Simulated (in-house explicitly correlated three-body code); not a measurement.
Computed with an exponentially correlated three-body code. Model: two electrons around a point charge, non-relativistic, variational in 260 exponentially correlated functions (energies converged to about 1e-7 hartree, or 1e-8 relative for large Z).

Command:
```bash
python run_hyl.py task.json out
```
Settings (lengths in bohr, energies in hartree):
```
Z                      5
screening              0.01
interaction_strength   1
functions              260
states_tried           13
```

Run time, properties included: 45 s on 1 thread of Intel(R) Xeon(R) 6975P-C (Granite Rapids) (shared host).

**Those bound S and P states to n = 4 that converged, binding against the one-electron ion.**

Given: nuclear charge 5; Yukawa screening of all interactions 0.01 1/bohr.

Computed: one-electron threshold -12.4500749 hartree.

| term | energy (hartree) | binding (eV) |
| --- | --- | --- |
| 1 1S | -21.9411095 | 258.26 |
| 2 3S | -14.6442393 | 59.706 |
| 2 1S | ? | ? |
| 2 3P | -14.4834477 | 55.331 |
| 2 1P | -14.3876089 | 52.723 |
| 3 3S | -13.3638017 | 24.864 |
| 3 1S | -13.322721 | 23.746 |
| 3 3P | -13.3207447 | 23.692 |
| 3 1P | -13.2934111 | 22.948 |
| 4 3S | -12.9375287 | 13.264 |
| 4 1S | ? | ? |
| 4 3P | -12.9200265 | 12.788 |
| 4 1P | -12.9086981 | 12.48 |

(1) What belongs in the row 2 1S?

(2) What belongs in the row 4 1S?

**Converged states only, values per electron or pair (inverse distances are <exp(-kr)/r>).**

```tsv
term	mean r (bohr)	mean r squared (bohr²)	mean inverse r (1/bohr)	mean r12 (bohr)	mean inverse r12 (1/bohr)	mean cosine	mean p1 dot p2 (bohr⁻²)	delta r1 (bohr⁻³)	delta r12 (bohr⁻³)
1 1S	0.32456	0.14197	4.6777	0.48244	2.8047	-0.026437	0.55274	34.759	3.3127
2 3S	0.82719	1.128	3.0209	1.4022	0.83129	-0.0084208	0.038823	21.592	-
2 1S	0.87297	1.2789	2.9993	1.4811	0.92573	-0.011588	0.046222	21.411	0.50499
2 3P	0.74875	0.923	3.0017	1.262	0.96081	-0.066056	-1.2642	19.652	-
2 1P	0.78344	1.0222	2.9856	1.2948	0.99161	0.031872	1.1526	19.943	0.11036
3 3S	1.7277	5.7114	2.7209	3.1752	0.39245	-0.0026865	0.011138	20.371	-
3 1S	1.7954	6.2118	2.7151	3.3075	0.41727	-0.0036867	0.014069	20.333	0.14807
3 3P	1.6741	5.4153	2.7155	3.0718	0.42526	-0.01669	-0.30519	19.833	-
3 1P	?	?	?	?	?	?	?	?	?
4 3S	?	?	?	?	?	?	?	?	-
4 1S	3.0954	19.583	2.6163	5.9003	0.23303	-0.0015812	0.0059658	20.077	0.061847
4 3P	2.9758	18.178	2.6164	5.664	0.23611	-0.0066557	-0.11972	19.869	-
4 1P	3.0423	19.038	2.6146	5.7935	0.24074	0.0032498	0.12652	19.897	0.01595
```

(3) What belongs in the row 3 1P?

(4) What belongs in the row 4 3S?

**Electric-dipole lines between converged S and P states, rate of the upper state's decay.**

| s state | p state | p minus s (eV) | oscillator strength from s | rate (1/s) |
| --- | --- | --- | --- | --- |
| 1 1S | 2 1P | 205.54 | 0.60884 | 3.7204e+11 |
| 1 1S | 3 1P | 235.32 | 0.13529 | 1.0836e+11 |
| 1 1S | 4 1P | 245.78 | 0.051866 | 4.5319e+10 |
| 2 1S | 2 1P | 2.756 | 0.11443 | 1.2571e+07 |
| 2 1S | 3 1P | 32.531 | 0.33352 | 5.1049e+09 |
| 2 1S | 4 1P | 42.999 | 0.086916 | 2.3244e+09 |
| 3 1S | 2 1P | -28.977 | -0.068532 | 2.497e+09 |
| 3 1S | 3 1P | ? | ? | ? |
| 3 1S | 4 1P | 11.266 | 0.35645 | 6.5439e+08 |
| 4 1S | 2 1P | ? | ? | ? |
| 4 1S | 3 1P | -10.135 | -0.15192 | 6.7716e+08 |
| 4 1S | 4 1P | 0.33348 | 0.27636 | 444550 |
| 2 3S | 2 3P | 4.3754 | 0.16268 | 4.5045e+07 |
| 2 3S | 3 3P | 36.014 | 0.29104 | 5.4599e+09 |
| 2 3S | 4 3P | 46.918 | 0.078892 | 2.5119e+09 |
| 3 3S | 2 3P | -30.467 | -0.075427 | 3.0381e+09 |
| 3 3S | 3 3P | 1.1716 | 0.27201 | 5.4009e+06 |
| 3 3S | 4 3P | 12.076 | 0.30974 | 6.533e+08 |
| 4 3S | 2 3P | -42.067 | -0.015207 | 1.1677e+09 |
| 4 3S | 3 3P | -10.428 | -0.17007 | 8.0246e+08 |
| 4 3S | 4 3P | 0.47626 | 0.37476 | 1.2295e+06 |

(5) What belongs in the row 3 1S 3 1P?

(6) What belongs in the row 4 1S 2 1P?

**Static dipole response.**

| state | polarisability (bohr³) |
| --- | --- |
| 1 1S | 0.019645 |
| 2 1S | 11.492 |
| 2 3S | 6.544 |

## Answers

(1) energy (hartree): -14.4888887; binding (eV): 55.479.

(2) energy (hartree): -12.9209533; binding (eV): 12.813.

(3) mean r (bohr): 1.7241; mean r squared (bohr²): 5.7696; mean inverse r (1/bohr): 2.7111; mean r12 (bohr): 3.1632; mean inverse r12 (1/bohr): 0.43591; mean cosine: 0.0081487; mean p1 dot p2 (bohr⁻²): 0.31076; delta r1 (bohr⁻³): 19.903; delta r12 (bohr⁻³): 0.036589.

(4) mean r (bohr): 3.0048; mean r squared (bohr²): 18.393; mean inverse r (1/bohr): 2.6186; mean r12 (bohr): 5.7204; mean inverse r12 (1/bohr): 0.22314; mean cosine: -0.0011455; mean p1 dot p2 (bohr⁻²): 0.0046038; delta r1 (bohr⁻³): 20.09.

(5) p minus s (eV): 0.79756; oscillator strength from s: 0.19841; rate (1/s): 1.8255e+06.

(6) p minus s (eV): -39.91; oscillator strength from s: -0.014413; rate (1/s): 9.9614e+08.
